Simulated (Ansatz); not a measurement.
Consider the substitution at a C–Si bond: `SC[SiH2]S` + `OBCl` → `SCOBCl` + `[SiH3]S`.

Gas-phase electronic energies from Ansatz, PBE0-D4/def2-TZVP geometries. CCSD(T)/CBS adds triple-zeta CCSD(T) − MP2 to the extrapolated MP2 energy (def2 sets, frozen cores). This one scheme is used for every species. DFT in def2-TZVPP. One conformer a species, not always the lowest.

(1) Is it downhill or uphill in electronic energy at CCSD(T)/CBS, and by how much? (An estimate is asked.)

(2) What do these levels give: PBE, PBE0, SCS-MP2/def2-TZVPP, CCSD/def2-TZVPP, SCS-MP2/def2-QZVPP, CCSD/CBS(def2)? (An estimate is asked.)

Largest T1 diagnostic among the species: 0.013.

Results:

(1) The calculation gave: Uphill: ΔE = +0.96 eV.

(2) The calculation gave: PBE 0.88, PBE0 0.91, SCS-MP2/def2-TZVPP 0.90, CCSD/def2-TZVPP 0.88, SCS-MP2/def2-QZVPP 0.94, CCSD/CBS(def2) 0.95 eV.

In def2-TZVPP, CCSD(T) changes the Hartree–Fock value by +0.16 eV (the triples alone add +0.02 eV) and MP2 by +0.25 eV. The D4 term adds +0.07 eV with B3LYP and +0.04 eV with PBE0; it sums over pairs of atoms, weighted by their polarisabilities, and B3LYP, whose exchange is more repulsive, gets the larger term.

B3LYP here is the variant with VWN-RPA as its local correlation; programs differ in this.
